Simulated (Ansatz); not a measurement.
Computed with Ansatz on PBE0-D4/def2-TZVP structures; ΔE is electronic, products minus reactants. CCSD(T)/CBS adds triple-zeta CCSD(T) − MP2 to the extrapolated MP2 energy (def2 sets, frozen cores). DFT in def2-TZVPP. B3LYP here is the variant with VWN-RPA as its local correlation; programs differ in this. def2 core potentials past Kr. For Se, Sn outer-core shells are correlated without core-valence functions, which leaves a few kJ/mol of doubt a bond. Scalar relativity is left out up to krypton. Each species was taken in one conformer, which may not be the lowest.

Reaction (formal exchange of groups at the Se–C bond): `N[SiH2]C[SeH]` + `[OH][SnH3]` → `[OH][SnH2][SeH]` + `C[SiH2]N`

```tsv
level	ΔE (kJ/mol)	difference from CCSD(T)/CBS
PBE-D4	-129.3	4.5
ωB97X-V	-127.5	6.3
B2PLYP	-133.2	0.6
PBE	-132.8	1.0
r2SCAN	-135.4	-1.6
PBE0	-134.2	-0.4
B3LYP	-136.6	-2.8
HF/def2-TZVPP	-139.6	-5.8
MP2/def2-TZVPP	-127.2	6.6
SCS-MP2/def2-TZVPP	-125.1	8.7
CCSD/def2-TZVPP	-124.5	9.3
CCSD(T)/def2-TZVPP	-122.9	10.9
HF/def2-QZVPP	-140.4	-6.6
MP2/def2-QZVPP	-133.7	0.1
MP2/CBS(def2)	-138.1	-4.3
CCSD/CBS(def2)	-135.4	-1.6
CCSD(T)/CBS	-133.8	0
```

Largest T1 diagnostic among the species: 0.014.

In def2-TZVPP, CCSD(T) changes the Hartree–Fock value by +16.7 kJ/mol (the triples alone add +1.6 kJ/mol) and MP2 by +12.4 kJ/mol. The D4 term adds +5.8 kJ/mol with B3LYP and +3.0 kJ/mol with PBE0; it sums over pairs of atoms, weighted by their polarisabilities, and B3LYP, whose exchange is more repulsive, gets the larger term.
